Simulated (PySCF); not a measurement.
## Assigning NMR signals

Mapped SMILES: `[CH2:1]=[CH:2][CH:3]([CH:4]=[CH2:5])[C:6]([CH3:7])([CH3:8])[CH3:9]`. Hydrogens are named by the atom that carries them. Ha(C1), Ha(C5) are cis to C3; Hb(C1), Hb(C5) are trans to C3.

[PySCF 2.14.0 with density-fitted response routines: geometry from GFN2-xTB; shieldings: GIAO PBE0/pcSseg-1; no solvent model; single conformer; non-relativistic Hamiltonian; rapidly exchanging positions averaged]

Chemical shifts δ = σref − σ; 13C (σ = 186.93 ppm), 1H (σ = 31.72 ppm) vs TMS, all at this level.

Task: Assign these signals to the numbered atoms. 13C{1H} NMR (computed): δ 148.1, 122.6, 67.8, 35.3, 29.4.

Result: 
148.1 → C2/C4, alkene CH: an sp2 carbon of a C=C bond
122.6 → C1/C5, terminal =CH2 carbon: as expected for a trigonal carbon in a double bond
67.8 → C3, allylic sp3 CH
35.3 → C6, quaternary sp3 carbon: saturated and bonded to C and H only
29.4 → C7/C8/C9, methyl carbon: aliphatic region, no heteroatom directly attached

Task: Assign these signals to the numbered atoms. 1H NMR (400 MHz, computed): δ 6.18 (m, 2H), 5.37 (m, 2H), 5.36 (m, 2H), 2.26 (t, 1H), 0.94 (s, 9H).

Result: 
6.18 → H(C2)/H(C4), hydrogen on an alkene CH: attached to an sp2 carbon and in the plane of the double bond
5.37 → Ha(C1)/Ha(C5), hydrogen on a terminal =CH2 carbon: attached to an sp2 carbon and in the plane of the double bond
5.36 → Hb(C1)/Hb(C5), hydrogen on a terminal =CH2 carbon
2.26 → H(C3), hydrogen on an allylic sp3 CH: allylic position
0.94 → H(C7)/H(C8)/H(C9), hydrogen on a methyl carbon: far from electronegative atoms and π systems

Ha(C1)/Ha(C5) and Hb(C1)/Hb(C5) lie closer than the usual error of such a calculation, so a measured spectrum could show them in the other order.

Shifts are as computed. Against solution values, carbons near 30 ppm lie about +3 ppm off and those near 130 ppm about +5 ppm. Of 1211 compounds with measured shifts, 218 miss one by over three times the rms of a fit or turn the order of signals round; such compounds aren't used in these exercises. Multiplicities follow the n + 1 count of equivalent neighbours, as no J values were calculated; m marks all less simple cases, F and P coupling included.
